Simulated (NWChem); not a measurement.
Species: MgSiH4; SMILES [MgH][SiH3]

```xyz
6

Mg    -0.1833    -1.4536    -0.0024
H     -0.2413    -3.1676    -0.0034
Si    -0.0987     1.1374    -0.0010
H      1.2871     1.6852     0.2662
H     -0.9928     1.7615     1.0491
H     -0.5307     1.7467    -1.3177
```
Atoms are numbered in this order, from 1.

Program: NWChem. Geometry optimised at PBE-D3(BJ)/def2-SVP; all other runs use it. Pople sets run with spherical d functions. Vzz has the sign of the potential's second derivative.

```tsv
quantity	level	value
Vzz Mg1 (a.u.)	PBE0/def2-TZVP	[?]
vertical, lowest state with f > 0.02, singlet (eV)	PBE/def2-SVPD, TDA	5.49
−ε(HOMO) (eV)	LRC-wPBEh/def2-SVP	8.63
orbital gap (eV)	MPW1K/def2-TZVP	7.01
first state with f > 0.002 (eV), Si K edge, unshifted	B3LYP/6-311G**, TDA	[?]
dipole (D)	PBE-D3(BJ)/def2-SVP	0.54
highest harmonic frequency (cm⁻¹)	PBE-D3(BJ)/def2-SVP	[?]
```

**Question.** What belongs in the gaps?

**Answer.** 
- Vzz Mg1 (a.u.), value: -1.048
- first state with f > 0.002 (eV), Si K edge, unshifted, value: 1797.7
- highest harmonic frequency (cm⁻¹), value: 2120
